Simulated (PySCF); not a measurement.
Working out the excitation energy of P

P [Ne] 3s2 3p3 (4S) → P [Ne] 3s1 3p3 3d1 (6D). Computed with PySCF 2.14 in aug-cc-pV(T+d)Z, with no relativity, point nucleus. Frozen: [Ne]. Energies in hartree (1 hartree = 27.21139 eV):

```
            part    P (lower)    P (upper)
             UHF  -340.716492  -340.261614
CCSD correlation    -0.102209    -0.039262
             (T)    -0.004078    -0.000649
```

**Question.** What does Hartree-Fock give?

**Answer.** (-340.261614) − (-340.716492) = 0.454878 hartree = 12.378 eV.

**Question.** What do CCSD and CCSD(T) give?

**Answer.** The CCSD correlation energies differ by 0.062947 hartree = 1.713 eV and the triples by 0.003429 hartree = 0.093 eV, so CCSD gives 14.091 eV and CCSD(T) 14.184 eV.

The upper state lies above the first ionisation limit, but in LS coupling its spin forbids autoionisation to the ground ion.
